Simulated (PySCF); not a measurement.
System: C$_{4}$H$_{4}$N (charge 0, doublet). It need not be the lowest isomer of its formula. 
Coordinates optimised at B3LYP-D3(BJ)/def2-TZVP (Ansatz):
```
C
C 1 1.3168
H 2 1.0854 1 121.78
C 2 1.4302 3 116.78 1 180.00
N 4 1.1533 3 154.17 2 -180.00
C 1 1.4576 2 140.32 3 -180.00
H 6 1.0926 1 110.87 2 120.27
H 6 1.0926 7 107.60 1 -121.40
H 6 1.0981 7 108.36 8 -116.96
```
Charge 0, spin multiplicity 2.

Dispersion corrections to the total energy (kcal/mol) from the dftd3 and dftd4 libraries through PySCF: D3(BJ) without and D4 with the three-body term, each with the damping fitted for the functional named.

```tsv
functional	D3(BJ)	D4
TPSS	-4.91	-4.86
HF	-32.58	___
HSE06	-2.50	-2.79
CAM-B3LYP	-2.97	-3.02
PBE0	___	-3.02
LC-wPBE	-3.61	-3.96
PW6B95	___	-3.12
```

**Question.** What belongs in the gaps?

**Answer.** 
- HF, D4: -13.46
- PBE0, D3(BJ): -3.36
- PW6B95, D3(BJ): -1.88
